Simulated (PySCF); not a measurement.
**IBr2: from structure and modes to constants**

All numbers come from UB3LYP/[I def2-SVP with ECP28, Br def2-SVP], scalar-relativistic core potentials, density fitting, no spin–orbit coupling, PySCF.

The doublet minimum has C2v symmetry. Masses (u): I 126.90447, Br 78.91834.

```xyz
3
charge 0 multiplicity 2, angstrom
I    -0.3418    0.0000    0.0000
Br    0.2778   -2.5803    0.0000
Br    0.2778    2.5803    0.0000
```

Harmonic wavenumbers (cm⁻¹): 50.9 (a1, ×1), 176.9 (a1, ×1), 185.8 (b2, ×1).

**Question.** Find the principal moments of inertia and the rotational constants. What kind of rotor is it?

**Answer.** About the centre of mass I = 27.004, 1050.8, 1077.9 u Å². With B = 16.8576/I this gives 0.6243, 0.01604, 0.01564 cm⁻¹. The molecule is an asymmetric top with κ = -1.00.

**Question.** Find the vibrational entropy and heat capacity at 298.15 K.

**Answer.** With u = 1.43878 ω/T, each mode gives S = R[u/(eᵘ−1) − ln(1−e⁻ᵘ)] and C = R u² eᵘ/(eᵘ−1)².
```json
{"ω (cm⁻¹)": "50.9", "u": "0.246", "S (J/(mol K))": "20.00", "C (J/(mol K))": "8.27"}
{"ω (cm⁻¹)": "176.9", "u": "0.854", "S (J/(mol K))": "9.88", "C (J/(mol K))": "7.83"}
{"ω (cm⁻¹)": "185.8", "u": "0.896", "S (J/(mol K))": "9.50", "C (J/(mol K))": "7.78"}
```
The sums over all modes are S = 39.4 and C = 23.9 J/(mol K); the softest mode gives 51 % of the entropy.

**Question.** Give the standard entropy (298.15 K, 1 bar) by its translational, rotational, vibrational and spin parts, and Cp.

**Answer.** Sackur–Tetrode with M = 284.74 u gives 179.3; rotation with symmetry number 2 gives 114.4; vibration 39.4; spin R ln 2 = 5.8. The total is 338.9 J/(mol K), and Cp = 4 R + 23.9 = 57.1 J/(mol K).

Only a few start shapes were tried, so a lower isomer may exist. Spin–orbit coupling, left out here, can matter for elements this heavy.
